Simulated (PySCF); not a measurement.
PySCF input (HF/def2-TZVPD):

```python
from pyscf import gto, scf, dft

mol = gto.M(
    atom='''
    Si   -0.01622909   -0.85494600    0.16534456
    F    -0.11736671   -1.77131459   -1.13931515
    Br   -1.82263161    0.45379605    0.21744921
    Br    1.85930326    0.34366324    0.00937972
    ''',
    basis='def2-tzvpd',
    charge=0,
    spin=1,
    verbose=4,
)

mf = scf.UHF(mol).density_fit(auxbasis='def2-universal-jkfit')
mf.conv_tol = 1e-9
mf.max_cycle = 100
mf.max_memory = 1500
mf.kernel()
if not mf.converged:
    mf = mf.newton()
    mf.kernel(mf.make_rdm1())
for _ in range(2):
    mo, _, stable, _ = mf.stability(return_status=True)
    if stable:
        break
    mf.kernel(mf.make_rdm1(mo, mf.mo_occ))
mf.analyze()
```

End of the output:

```
Extra cycle  E= -5533.390764461  delta_E= -4.46e-11  |g|= 2.58e-06  |ddm|= 4.99e-06
converged SCF energy = -5533.390764461  <S^2> = 0.75759295  2S+1 = 2.0075786
uhf_internal: lowest eigs of H = [0.35566646 0.36346806 0.37155898]
<class 'pyscf.df.df_jk.DFUHF'> wavefunction is stable in the internal stability analysis
**** SCF Summaries ****
Total Energy =                       -5533.390764460998980
Nuclear Repulsion Energy =             556.901557610286545
One-electron Energy =                -8816.960156427781840
Two-electron Energy =                 2726.667834356495860
Two-electron Coulomb Energy =         2936.586658873261968
DFT Exchange-Correlation Energy =     -209.918824516766108
HOMO-LUMO gap [eV] =                    10.179699356746479
**** MO energy ****
                             alpha | beta                alpha | beta
MO #1   energy= -490.043033340133  | -490.042364290074  occ= 1 | 1
MO #2   energy= -490.043033326368  | -490.042364274431  occ= 1 | 1
MO #3   energy= -68.9169316310677  | -68.9100252212983  occ= 1 | 1
MO #4   energy= -65.1851474966079  | -65.1847560847856  occ= 1 | 1
MO #5   energy= -65.185147396402   | -65.1847559189892  occ= 1 | 1
MO #6   energy= -58.5406060879694  | -58.5392789764646  occ= 1 | 1
MO #7   energy= -58.540602033535   | -58.5392750566536  occ= 1 | 1
MO #8   energy= -58.5391729322226  | -58.5388571310901  occ= 1 | 1
MO #9   energy= -58.5391724717492  | -58.5388549116005  occ= 1 | 1
MO #10  energy= -58.5390660473957  | -58.5385744280996  occ= 1 | 1
MO #11  energy= -58.5390636802953  | -58.5385739591729  occ= 1 | 1
MO #12  energy= -26.323274270557   | -26.3201099932356  occ= 1 | 1
MO #13  energy= -9.85847453269035  | -9.85714455616819  occ= 1 | 1
MO #14  energy= -9.85847205238751  | -9.85714056222114  occ= 1 | 1
MO #15  energy= -7.47018489535522  | -7.46680447884312  occ= 1 | 1
MO #16  energy= -7.47018372690269  | -7.46680231933295  occ= 1 | 1
MO #17  energy= -7.46442530057914  | -7.46364658985274  occ= 1 | 1
MO #18  energy= -7.46442479983353  | -7.46364562276217  occ= 1 | 1
MO #19  energy= -7.46402482932223  | -7.46324347786667  occ= 1 | 1
MO #20  energy= -7.46402439607032  | -7.46324248565881  occ= 1 | 1
MO #21  energy= -6.25531919935376  | -6.24419101500497  occ= 1 | 1
MO #22  energy= -4.36485113566889  | -4.35371534234511  occ= 1 | 1
MO #23  energy= -4.35808863942703  | -4.35357912597234  occ= 1 | 1
MO #24  energy= -4.35763266756922  | -4.34532604765648  occ= 1 | 1
MO #25  energy= -3.21093690727922  | -3.20968908008134  occ= 1 | 1
MO #26  energy= -3.21093589747025  | -3.20967422874738  occ= 1 | 1
MO #27  energy= -3.20872198105954  | -3.2074773597576   occ= 1 | 1
MO #28  energy= -3.20871562934354  | -3.20746532563384  occ= 1 | 1
MO #29  energy= -3.20840571844394  | -3.20740133772039  occ= 1 | 1
MO #30  energy= -3.20840040509064  | -3.20738750330895  occ= 1 | 1
MO #31  energy= -3.20269931369035  | -3.20237397529069  occ= 1 | 1
MO #32  energy= -3.20269587118302  | -3.20237337533417  occ= 1 | 1
MO #33  energy= -3.20269335995829  | -3.20236827719667  occ= 1 | 1
MO #34  energy= -3.20269076769524  | -3.20236754171722  occ= 1 | 1
MO #35  energy= -1.62515032291245  | -1.61607219689554  occ= 1 | 1
MO #36  energy= -1.05585065349241  | -1.04294751862714  occ= 1 | 1
MO #37  energy= -1.03165202428116  | -1.01953205786715  occ= 1 | 1
MO #38  energy= -0.791644795223    | -0.771775628660791 occ= 1 | 1
MO #39  energy= -0.703805864710727 | -0.697547116532226 occ= 1 | 1
MO #40  energy= -0.699744296741982 | -0.68803920400843  occ= 1 | 1
MO #41  energy= -0.628749365368066 | -0.591921509935545 occ= 1 | 1
MO #42  energy= -0.522601236564246 | -0.501769029296459 occ= 1 | 1
MO #43  energy= -0.486938280474501 | -0.466100468053016 occ= 1 | 1
MO #44  energy= -0.463538095552063 | -0.459576590318264 occ= 1 | 1
MO #45  energy= -0.447739609994054 | -0.441349540037431 occ= 1 | 1
MO #46  energy= -0.434967033440857 | -0.43254243284222  occ= 1 | 1
MO #47  energy= -0.376832814977608 | -0.0027357605583832 occ= 1 | 0
MO #48  energy= 0.0461755368839475 | 0.0517588626407022 occ= 0 | 0
MO #49  energy= 0.0521402750316249 | 0.0534818730744981 occ= 0 | 0
MO #50  energy= 0.0638257806948376 | 0.069845551685065  occ= 0 | 0
MO #51  energy= 0.0695070867842696 | 0.0724206253836308 occ= 0 | 0
MO #52  energy= 0.0796915460733551 | 0.0848388921530075 occ= 0 | 0
MO #53  energy= 0.0843548573859458 | 0.0855290209588375 occ= 0 | 0
MO #54  energy= 0.0866732119234454 | 0.0868529475141979 occ= 0 | 0
MO #55  energy= 0.10501222327883   | 0.117518991254501  occ= 0 | 0
MO #56  energy= 0.110377451104606  | 0.122875870169283  occ= 0 | 0
MO #57  energy= 0.118991785313232  | 0.130500568052455  occ= 0 | 0
MO #58  energy= 0.149546733085971  | 0.152349600280153  occ= 0 | 0
MO #59  energy= 0.160801955821881  | 0.171353690303673  occ= 0 | 0
MO #60  energy= 0.174878310055371  | 0.181969444050117  occ= 0 | 0
MO #61  energy= 0.180009465946531  | 0.186206592969529  occ= 0 | 0
MO #62  energy= 0.209201116308097  | 0.210485198946372  occ= 0 | 0
MO #63  energy= 0.209533546935825  | 0.21150634895153   occ= 0 | 0
MO #64  energy= 0.223342111637426  | 0.226395031790886  occ= 0 | 0
MO #65  energy= 0.226621435901337  | 0.22863804985314   occ= 0 | 0
MO #66  energy= 0.238191348144632  | 0.244199008677035  occ= 0 | 0
MO #67  energy= 0.239458081938777  | 0.249056413600114  occ= 0 | 0
MO #68  energy= 0.242498773855736  | 0.250887459553187  occ= 0 | 0
MO #69  energy= 0.255795914104109  | 0.267757579402234  occ= 0 | 0
MO #70  energy= 0.265488997022262  | 0.27101514332466   occ= 0 | 0
MO #71  energy= 0.274093284684596  | 0.276262419236112  occ= 0 | 0
MO #72  energy= 0.274810382996397  | 0.279963957538578  occ= 0 | 0
MO #73  energy= 0.282905447917866  | 0.28496522400632   occ= 0 | 0
MO #74  energy= 0.291111959780636  | 0.298806510516264  occ= 0 | 0
MO #75  energy= 0.29685982759777   | 0.299789338468021  occ= 0 | 0
MO #76  energy= 0.305921809911077  | 0.309874570951733  occ= 0 | 0
MO #77  energy= 0.312115768068449  | 0.316371123077382  occ= 0 | 0
MO #78  energy= 0.375972492884829  | 0.380041517973927  occ= 0 | 0
MO #79  energy= 0.389041155753471  | 0.400820047228912  occ= 0 | 0
MO #80  energy= 0.429144525451711  | 0.433592993846563  occ= 0 | 0
MO #81  energy= 0.4325395899356    | 0.447547087169253  occ= 0 | 0
MO #82  energy= 0.444575590248074  | 0.450163419098177  occ= 0 | 0
MO #83  energy= 0.455273184427401  | 0.465064412567415  occ= 0 | 0
MO #84  energy= 0.472126952739593  | 0.494616431477782  occ= 0 | 0
MO #85  energy= 0.523386048928422  | 0.528215472313297  occ= 0 | 0
MO #86  energy= 0.526500442786498  | 0.546402477118093  occ= 0 | 0
MO #87  energy= 0.560709565484997  | 0.564465867904857  occ= 0 | 0
MO #88  energy= 0.566435867244717  | 0.570520284701071  occ= 0 | 0
MO #89  energy= 0.576786917471097  | 0.578737330838106  occ= 0 | 0
MO #90  energy= 0.584754308383038  | 0.590234377681673  occ= 0 | 0
MO #91  energy= 0.595538789293967  | 0.598653408163101  occ= 0 | 0
MO #92  energy= 0.600765990760097  | 0.608389551429152  occ= 0 | 0
MO #93  energy= 0.607399857549775  | 0.61282530660857   occ= 0 | 0
MO #94  energy= 0.613820930027896  | 0.628513160764699  occ= 0 | 0
MO #95  energy= 0.639613432475026  | 0.651025543678316  occ= 0 | 0
MO #96  energy= 0.651843790468336  | 0.659395217755997  occ= 0 | 0
MO #97  energy= 0.67196218731941   | 0.676460981520151  occ= 0 | 0
MO #98  energy= 0.698180567637127  | 0.703409231126643  occ= 0 | 0
MO #99  energy= 0.734162622068704  | 0.744181960537169  occ= 0 | 0
MO #100 energy= 0.743396129082696  | 0.757662998472047  occ= 0 | 0
MO #101 energy= 0.761945613636487  | 0.769282948990387  occ= 0 | 0
MO #102 energy= 0.767856750232355  | 0.771265497530265  occ= 0 | 0
MO #103 energy= 0.780062152577302  | 0.782655364082049  occ= 0 | 0
MO #104 energy= 0.782548351808908  | 0.790583773730537  occ= 0 | 0
[...]
```

It need not be the lowest isomer of its formula.
